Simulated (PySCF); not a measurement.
SMILES O[Si](F)(F)S, B3LYP/def2-SVP optimised geometry.

```
7

O      0.92    -0.81     0.00
Si    -0.72    -0.81     0.00
F     -1.30    -1.62     1.27
F     -1.30    -1.62    -1.27
S     -1.38     1.20     0.00
H      1.38    -1.65     0.00
H     -0.11     1.65     0.00
```

Density from B3LYP/def2-TZVP run with PySCF 2.14.0 at that geometry.

Minimum of the electron density along straight lines between bonded atoms, close to the bond critical point (lines longer than 1.1 times the sum of covalent radii, or with two minima, are not listed):

```tsv
bond	length / Å	ρ at the minimum / e bohr⁻³	∇²ρ there / e bohr⁻⁵	position (fraction from the first atom)
O1–Si2	1.639	0.144	0.83	0.59
Si2–F3	1.614	0.136	0.92	0.42
Si2–F4	1.613	0.136	0.92	0.42
Si2–S5	2.117	0.110	0.04	0.36
O1–H6	0.966	?	?	0.81
S5–H7	1.354	?	-0.58	0.65
```

Complete the blanks.


- O1–H6, ρ at the minimum / e bohr⁻³: 0.349
- O1–H6, ∇²ρ there / e bohr⁻⁵: -2.36
- S5–H7, ρ at the minimum / e bohr⁻³: 0.210
